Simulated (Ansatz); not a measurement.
Species: C2H10OSi2, net charge 0, singlet state. 
Coordinates optimised at B3LYP-D3(BJ)/def2-TZVP (Ansatz, a quantum-chemistry and plane-wave program):
```
O
Si 1 1.6405
Si 1 1.6405 2 147.22
H 3 1.4845 1 109.29 2 60.66
H 2 1.4845 1 109.30 3 -60.48
H 3 1.4846 4 108.28 1 118.97
H 2 1.4846 5 108.28 1 -118.97
C 2 1.8623 5 110.45 7 -121.06
H 8 1.0917 2 110.90 5 -59.90
H 8 1.0917 9 108.20 2 121.85
H 8 1.0927 9 108.10 10 116.84
C 3 1.8623 4 110.45 6 121.07
H 12 1.0917 3 110.92 4 -179.53
H 12 1.0917 13 108.20 3 121.84
H 12 1.0927 13 108.10 14 116.84
```

Total electronic energies in hartree. Cores are frozen in the correlated levels unless marked. Spin-orbit coupling is left out. Non-relativistic unless marked X2C. CBS marks a two-point X^-3 extrapolation of the correlation energy; Hartree-Fock from the larger set.

| level | program | energy (Eh) |
|---|---|---|
| RI-HF/cc-pV(T+d)Z | Ansatz | -734.50333 |
| revPBE-D4/def2-TZVPD | Ansatz + dftd4 | -736.48056 |
| PBE0/STO-3G | Ansatz | -727.39446 |
| BHLYP-D3(BJ)/def2-TZVPD | Ansatz + dftd3 | -736.56544 |
| wB97X/def2-TZVPD | Ansatz | -736.58568 |
| B2GP-PLYP/def2-TZVPD | Ansatz | -736.14327 |
| PBE-QIDH/def2-TZVPD | Ansatz | (withheld) |
| SCS-MP2/cc-pV(T+d)Z | Ansatz | -735.36090 |
| SCS-MP2/cc-pVTZ | Ansatz | -735.35079 |
| CCSD/aug-cc-pV(D+d)Z | Ansatz | -735.21012 |
| CCSD/cc-pV(D+d)Z | Ansatz | -735.16042 |
| CCSD/cc-pV(Q+d)Z | Ansatz | -735.47804 |
| CCSD(T)/cc-pwCVTZ | Ansatz | -735.45359 |
| X2C-CCSD(T)/cc-pVTZ-DK | Ansatz | -736.71372 |
| CCSD(T)/CBS(cc-pV(T+d)Z,cc-pV(Q+d)Z) | Ansatz | -735.5531 |

Problem. Complete the blanks.

Solution. 
- PBE-QIDH/def2-TZVPD, energy (Eh): -736.00751
